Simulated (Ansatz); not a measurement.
`Fc1cccc(C(F)(F)F)c1` → 7 C• + 4 F• + 4 H•  (atomization)

Computed with Ansatz on PBE0-D4/def2-TZVP structures; ΔE is electronic, products minus reactants. CCSD(T)/CBS is the MP2 limit (def2-TZVPP, def2-QZVPP) plus CCSD(T) − MP2 in def2-TZVPP, frozen cores. This one scheme is used for every species, atoms too. For atomizations the MP2-based limit and the directly extrapolated one differ by several kJ/mol either way, and by 10 to 25 for some Ge, Se and Sn compounds, so smaller differences from it don't rank the levels. Open shells (•) are unrestricted, without spin–orbit coupling. Spin–orbit coupling would lower the free atoms: a little for C, F.

`Fc1cccc(C(F)(F)F)c1`:

Cartesian coordinates in Å:
```
F 0.711 -2.423 -1.782
C 0.157 -1.473 -1.025
C -1.196 -1.537 -0.753
C -1.762 -0.544 0.030
C -0.985 0.489 0.529
C 0.370 0.526 0.238
C 1.229 1.614 0.816
F 2.282 1.888 0.038
F 1.714 1.266 2.019
F 0.548 2.752 0.986
C 0.958 -0.458 -0.543
H -1.785 -2.352 -1.156
H -2.822 -0.576 0.251
H -1.430 1.267 1.136
H 2.013 -0.439 -0.783
```

```tsv
species	CCSD(T)/def2-SVP energy (Eh)
`Fc1cccc(C(F)(F)F)c1`	-666.37342
C•	-37.71541
F•	-99.43472
H•	-0.49928
```

(1) Work out ΔE.

Largest T1 diagnostic among the species: 0.012.

## Answers

(1) ΔE = 7 × (-37.71541) + 4 × (-99.43472) + 4 × (-0.49928) − (-666.37342) = 2.62955 Eh = +1650.1 kcal/mol. CCSD(T)/CBS gives +1711.1 kcal/mol.

Leaving LDA and LC-ωPBE aside and taking each functional with its dispersion term where it has one, the values, not all of them listed here, spread over 159.5 kcal/mol, from BHLYP-D4 to PBE-D4. LDA lies +254.2 kcal/mol from PBE without D4, its usual overbinding. In def2-TZVPP, CCSD(T) changes the Hartree–Fock value by +441.9 kcal/mol (the triples alone add +38.3 kcal/mol) and MP2 by +513.4 kcal/mol; breaking electron pairs costs correlation energy, which Hartree–Fock lacks.
